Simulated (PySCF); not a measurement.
```xyz
3
charge 0 multiplicity 2, angstrom
Ta   -0.5010    0.0000   -0.4664
N    -1.8196    0.0000    0.5741
Br    1.4728    0.0000    0.9695
```

All numbers come from PySCF, UPBE0, basis Ta def2-TZVP with ECP60, N def2-TZVP, Br def2-TZVP (scalar-relativistic core potentials, no spin–orbit coupling, density fitting).

This geometry of BrTaN is a stationary point at this level.

What is the point group?

Cs.

Is it a minimum?

Yes: all harmonic wavenumbers are real.

Which band is strongest in the infrared?

1098 cm⁻¹ (a'), 95 km/mol.

What are the dipole moment and the gap between the highest occupied and lowest empty levels of either spin?

5.10 D and 3.13 eV.

Give the ideal-gas entropy at 298.15 K and 1 bar by parts.

translation 178.9, rotation 112.1, vibration 15.8, spin 5.8; total 312.5 J/(mol K).

Only a few start shapes were tried, so a lower isomer may exist. Other spin states or occupations of the open shell can lie lower. With an element this heavy the missing spin–orbit coupling can shift these numbers.
